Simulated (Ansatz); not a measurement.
Coupled-cluster diagnostics for TiS3⁻, Ansatz.

Geometry of the doublet (PBE0-D4/def2-SVPD):

```xyz
4

Ti   -0.026    0.258   -0.429
S    -0.142    1.370   -2.285
S     0.288   -1.716    0.802
S    -0.120    0.088    1.912
```

Correlated methods freeze 20 core orbitals; core or outer-core shells of Ti are correlated, in sets that lack core-valence functions. No other spin state of charge -1 was run. Another isomer (doublet) lies 0.09 eV lower at PBE0-D4/def2-TZVPD; other spin states weren't run for this one.

(1) Estimate the CCSD(T) correlation energy, the shares of MP2 and (T), T1 and the reference's ⟨S²⟩ for: charge -1, doublet, own geometry in def2-SVPD; and the rough time on 4 threads of AMD EPYC 7R43 on a shared host.

## Answers

(1) 
```json
{"state": "charge -1, doublet, own geometry", "basis": "def2-SVPD", "correlation (eV)": "-20.015", "MP2 share (%)": "89.3", "(T) share (%)": "5.4", "T1": "0.036", "⟨S²⟩ (pure)": "0.77 (0.75)", "wall time": "30 s"}
```
Customary marks for T1 are 0.02 (closed shells), 0.045 (open shells) and about 0.05 (3d metals). T1 exceeds 0.02 in 1 of 1 rows and 0.045 in 0; the higher it lies, the less the single-reference result can be trusted.
